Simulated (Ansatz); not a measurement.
Problem. Name a neutral molecule of C, Ga, O, S, Si and H with HOMO–LUMO gap (B3LYP/def2-TZVPP) between 6.20 and 6.50 eV and HOMO energy (PBE0/def2-TZVPP) between -8.15 and -7.85 eV (Ansatz, PBE0-D4/def2-TZVP geometry).

Solution. `C[O][Ga]([SH])[O][SiH3]` (6.29 eV, -7.86 eV). Other molecules can fit too; these were computed, each in one conformer that needn't be the lowest.

B3LYP here is the variant with VWN-RPA as its local correlation; programs differ in this.
